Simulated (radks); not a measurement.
Task: Hg, 80 electrons, occupied as [Hg]. Method: Dirac Kohn-Sham, LB94 model potential, spin-unpolarised, spherical densities, finite nucleus; Fermi nuclear charge, rms radius 5.4648 fm; computed with a radial shooting solver on a logarithmic mesh with Libxc functionals. Some entries of the table are withheld. Estimate them.

| orbital | occ. | eigenvalue (hartree) | <r^2> (bohr^2) | <1/r> (bohr^-1) |
|---|---|---|---|---|
| 1s1/2 | 2 | -3060.139 | 0.0003800 | 97.59 |
| 2s1/2 | 2 | (1) | 0.005721 | 24.05 |
| 2p1/2 | 2 | -521.3496 | 0.004034 | 24.05 |
| 2p3/2 | 4 | -449.2254 | 0.005219 | 19.45 |
| 3s1/2 | 2 | -129.2023 | 0.03712 | (2) |
| 3p1/2 | 2 | -119.4148 | 0.03377 | 8.746 |
| 3p3/2 | 4 | -103.4607 | 0.04012 | 7.548 |
| 3d3/2 | 4 | -87.07002 | 0.03071 | 7.452 |
| 3d5/2 | 6 | -83.64428 | 0.03244 | 7.180 |
| 4s1/2 | 2 | -28.54038 | 0.1804 | 3.724 |
| 4p1/2 | 2 | -24.33992 | 0.1834 | 3.622 |
| 4p3/2 | 4 | -20.51611 | 0.2158 | 3.202 |
| 4d3/2 | 4 | -13.59546 | 0.2263 | 3.009 |
| 4d5/2 | 6 | -12.88011 | 0.2376 | 2.913 |
| 5s1/2 | 2 | -4.58471 | 0.9029 | 1.542 |
| 4f5/2 | 6 | -3.97422 | 0.2737 | 2.564 |
| 4f7/2 | 8 | -3.81764 | 0.2814 | 2.527 |
| 5p1/2 | 2 | -3.18212 | 1.054 | 1.416 |
| 5p3/2 | 4 | -2.48584 | 1.285 | 1.253 |
| 5d3/2 | 4 | -0.61443 | 2.466 | 0.9207 |
| 5d5/2 | 6 | -0.54448 | 2.712 | 0.8784 |
| 6s1/2 | 2 | -0.44309 | 7.547 | 0.4976 |

Result: 
(1) 2s1/2 eigenvalue (hartree): -542.7519
(2) 3s1/2 <1/r> (bohr^-1): 8.817
